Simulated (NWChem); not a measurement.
Si2H5O2F; SMILES O[SiH2][Si@@H](O)F

```xyz
10

O      0.8953    -2.1543     0.3176
Si    -0.6235    -1.4252     0.1987
Si    -0.0810     0.7657    -0.4667
O     -0.7354     1.8735     0.5985
F      1.5731     0.7106    -0.2924
H      1.6046    -1.4833     0.2801
H     -1.3674    -1.4184     1.5087
H     -1.4629    -2.1567    -0.8123
H     -0.3061     1.1990    -1.8919
H     -0.6351     2.8122     0.3592
```
Atoms are numbered in this order, from 1.

Level: PBE-D3(BJ)/def2-SVP (NWChem), optimised geometry, unscaled harmonic frequencies. 

Task: List the harmonic frequencies with IR intensities, and the thermochemistry.

Result: 
```
frequency (cm⁻¹)  IR intensity (km/mol)
----------------  ---------------------
25                                  0.6
115                                 4.0
171                                 2.8
248                                20.4
272                                15.1
323                                46.1
338                               148.4
415                                 7.0
498                                40.0
703                               107.7
711                               115.2
759                                50.9
780                                66.0
814                                52.4
825                               115.1
869                               205.2
916                               160.9
937                               133.1
966                                49.4
2143                              155.9
2148                               84.1
2164                              127.0
3701                               95.3
3749                               81.4
```

| Property | Result |
|---|---|
| zero-point energy | 35.1 kcal/mol |
| thermal correction to the enthalpy at 298.15 K (with zero-point energy) | 40.8 kcal/mol |
| heat capacity Cv | 27.3 cal/(mol K) |
| entropy at 298.15 K and 1 atm (symmetry number 1) | 88.7 cal/(mol K) |
| dipole moment | 2.56 D |

Rigid rotor and harmonic oscillator; modes under 100 cm⁻¹ make the entropy uncertain.
